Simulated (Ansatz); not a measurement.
C3H10B2, SMILES `BCBCC`, relaxed with RKS PBE-D4/def2-SVP in the Gaussian-basis code of Ansatz from a rough embedded geometry. The force threshold is 0.03 eV/Å; the program also tests the step.

Charge 0, multiplicity 1.

Start:

```xyz
15

B     1.011    1.371   -1.723
C    -0.341    1.271   -1.012
B    -0.166    0.623    0.433
C    -0.875   -0.680    0.900
C     0.169   -1.789    1.226
H     1.143    1.796   -2.841
H     2.049    0.955   -1.226
H    -1.023    0.682   -1.584
H    -0.750    2.336   -0.947
H     0.488    1.231    1.232
H    -1.484   -1.095   -0.027
H    -1.543   -0.528    1.712
H     0.813   -1.473    2.058
H    -0.324   -2.726    1.453
H     0.832   -1.975    0.348
```

| step | energy (eV) | largest force (eV/Å) | largest move (Å) |
| --- | --- | --- | --- |
| 1 | -4615.0593 | 3.809 | 0.000 |
| 2 | -4615.3508 | 0.928 | 0.160 |
| 3 | -4615.4376 | 0.433 | 0.101 |
| 4 | -4615.4935 | 0.266 | 0.200 |
| 5 | -4615.5396 | 0.219 | 0.200 |
| 6 | -4615.5543 | 0.415 | 0.195 |
| 7 | -4615.5824 | 0.195 | 0.200 |
| 8 | -4615.6001 | 0.121 | 0.200 |
| 9 (rejected) | -4615.5772 | 0.717 | 0.198 |
| 10 | -4615.6094 | 0.067 | 0.097 |
| 11 | -4615.6161 | 0.088 | 0.096 |
| 12 | -4615.6221 | 0.231 | 0.148 |
| 13 | -4615.6255 | 0.235 | 0.070 |
| 14 | -4615.6309 | 0.125 | 0.188 |
| 15 | -4615.6323 | 0.096 | 0.037 |
| 16 (rejected) | -4615.6321 | 0.083 | 0.015 |
| 17 | -4615.6327 | 0.024 | 0.007 |

End:

```xyz
15

B     0.856    1.503   -1.868
C    -0.365    1.450   -0.909
B     0.050    0.516    0.292
C    -0.677   -0.841    0.585
C     0.072   -1.884    1.423
H     0.844    0.916   -2.938
H     1.871    2.094   -1.542
H    -1.317    1.145   -1.384
H    -0.424    2.456   -0.428
H     0.940    0.895    1.042
H    -1.100   -1.282   -0.346
H    -1.589   -0.493    1.142
H     0.439   -1.449    2.375
H    -0.561   -2.759    1.674
H     0.961   -2.268    0.882
```

Hardware: 4 threads of an Arm Neoverse V1 on a shared host. Wall time 22 s, peak host memory 0.16 GiB.
